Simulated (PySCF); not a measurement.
SMILES F[Si](F)(F)S[Si](F)(F)F, CAM-B3LYP/def2-SVP optimised geometry.

```
9

Si     0.21    -1.37    -3.03
F      1.46    -2.36    -2.98
F     -0.41    -1.45    -4.49
F      0.75     0.11    -2.77
S     -1.29    -1.86    -1.64
Si    -0.55    -0.76     0.00
F     -1.08    -1.44     1.33
F     -1.04     0.76     0.00
F      1.04    -0.76     0.00
```

Density from CAM-B3LYP/def2-TZVP (PySCF) at that geometry.

Minimum of the electron density along straight lines between bonded atoms, close to the bond critical point (lines longer than 1.1 times the sum of covalent radii, or with two minima, are not listed):

| bond | length / Å | ρ at the minimum / e bohr⁻³ | ∇²ρ there / e bohr⁻⁵ | position (fraction from the first atom) |
|---|---|---|---|---|
| Si1–F2 | 1.590 | 0.145 | 1.01 | 0.42 |
| Si1–F3 | 1.590 | 0.145 | 1.01 | 0.42 |
| Si1–F4 | 1.594 | 0.144 | 0.99 | 0.42 |
| Si1–S5 | 2.110 | 0.109 | 0.06 | 0.36 |
| S5–Si6 | 2.110 | 0.109 | 0.06 | 0.64 |
| Si6–F7 | 1.590 | 0.145 | 1.01 | 0.42 |
| Si6–F8 | 1.589 | 0.145 | 1.02 | 0.42 |
| Si6–F9 | 1.594 | 0.144 | 0.99 | 0.42 |
